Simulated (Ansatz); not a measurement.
Input for Ansatz (a quantum-chemistry and plane-wave program): R-B3LYP/def2-TZVPP on CH3BrSn (SMILES [CH3][Sn][Br]), a point of a torsion scan. Elements past Kr take the def2 small-core potentials; no spin–orbit coupling.

Ansatz 0.2 input:
```yaml
crystal:
  periodic: [false, false, false]
  atoms:
    - {symbol: C, position_ang: [-0.72699753, -0.00769185, -0.01210001]}
    - {symbol: Sn, position_ang: [1.10019466, 1.33329733, -0.00867759]}
    - {symbol: Br, position_ang: [2.76772971, -0.55768937, -0.17160420]}
    - {symbol: H, position_ang: [-0.88983629, -0.42971328, 0.98429527]}
    - {symbol: H, position_ang: [-1.64456143, 0.51698348, -0.28768980]}
    - {symbol: H, position_ang: [-0.61147617, -0.85039367, -0.69790448]}
basis:
  gaussian:
    orbitals: def2-TZVPP
hamiltonian:
  xc: {name: B3LYP}
scf: {lower_state_search: off}
```

Program output:

```
WARN ansatz: RAYON_NUM_THREADS=1 ignored (pool sized by the plan → 1); use --threads N
Functional definition: B3LYP
these checks for a lower state are left out or cut short: stability, starts, cluster_reference, orbital_swaps, neighbouring_geometries, increment
integrals: 0.09 GiB planned
1202 factors; their error is unknown
mean field: 0.82 GiB planned
mean field evaluation 1: about -76959.1082 eV, gradient 6.1e1 eV
mean field evaluation 2: about -76937.8954 eV, gradient 9.6e1 eV
mean field evaluation 4: about -76968.1176 eV, gradient 5.7e0 eV
mean field evaluation 8: about -76968.1767 eV, gradient 1.6e-1 eV
mean field evaluation 16: about -76968.5807 eV, gradient 4.5e-4 eV
mean field -76968.58073216 eV, -2828.5431707292 hartree, gradient 2.2e-6 eV, S^2 0.000000; 0 other end points of the search recorded, 0 dependent functions left out
reference -76968.58097564 eV, -2828.5431796769 hartree; 33, 33 occupied and 138, 138 virtual orbitals, 1202 factors
Total energy: -76968.58097564 eV, -2828.5431796769 hartree
Checks for a lower state left out: stability, starts, cluster_reference, orbital_swaps, neighbouring_geometries, increment
```

The calculation finished and met its thresholds.

Cost: around 2.5 core-seconds (rough).
